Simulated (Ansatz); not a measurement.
F$_{4}$Te (SMILES F[Te](F)(F)F), singlet, at a GFN2-xTB geometry (all electrons, no relativity). Base run: HF/STO-3G run with Ansatz (a quantum-chemistry and plane-wave program).

Ansatz was given this input:
Ansatz 0.2 input:
```yaml
crystal:
  periodic: [false, false, false]
  atoms:
    - {symbol: Te, position_ang: [-0.00525174, -0.00164746, 0.34667291]}
    - {symbol: F, position_ang: [1.02454800, 1.41419135, -0.47863460]}
    - {symbol: F, position_ang: [1.41932470, -1.01478931, -0.48419716]}
    - {symbol: F, position_ang: [-1.00937631, -1.40943202, -0.52286492]}
    - {symbol: F, position_ang: [-1.40415301, 1.01954865, -0.51730235]}
basis:
  gaussian:
    orbitals: STO-3G
hamiltonian:
  xc: hf
```

The bond that is stretched is that between atoms 2 and 1. A test that says stable can miss a lower solution.

Variants of this job, named by their change:

```csv
change,ΔE vs base (eV),<S^2>,stability test says
base,0.00,0.000,minimum (restricted orbitals)
spin_polarized = on; lower_state_search = off,0.00,0.000,undecided (no full test)
spin_polarized = on; lower_state_search = standard,0.00,0.000,minimum
bond × 1.25,2.03,0.000,minimum (restricted orbitals)
spin_polarized = on; lower_state_search = off; bond × 1.25,2.03,0.000,undecided (no full test)
spin_polarized = on; lower_state_search = standard; bond × 1.25,0.48,0.886,minimum
bond × 1.5,4.81,0.000,minimum (restricted orbitals)
spin_polarized = on; lower_state_search = off; bond × 1.5,0.47,1.106,undecided (no full test)
spin_polarized = on; lower_state_search = standard; bond × 1.5,0.47,1.106,minimum
bond × 1.8,6.89,0.000,minimum (restricted orbitals)
spin_polarized = on; lower_state_search = off; bond × 1.8,0.47,1.140,undecided (no full test)
spin_polarized = on; lower_state_search = standard; bond × 1.8,0.47,1.140,minimum
bond × 2.2,7.96,0.000,minimum (restricted orbitals)
spin_polarized = on; lower_state_search = off; bond × 2.2,0.47,1.141,undecided (no full test)
spin_polarized = on; lower_state_search = standard; bond × 2.2,0.47,1.141,minimum
bond × 3.0,8.58,0.000,minimum (restricted orbitals)
spin_polarized = on; lower_state_search = off; bond × 3.0,0.47,1.141,undecided (no full test)
spin_polarized = on; lower_state_search = standard; bond × 3.0,0.47,1.141,minimum
```

Where a bond breaks into two radicals, a solution with restricted orbitals usually stops being the lowest and lies too high; an unrestricted one lies lower at the price of spin contamination, which <S^2> shows.
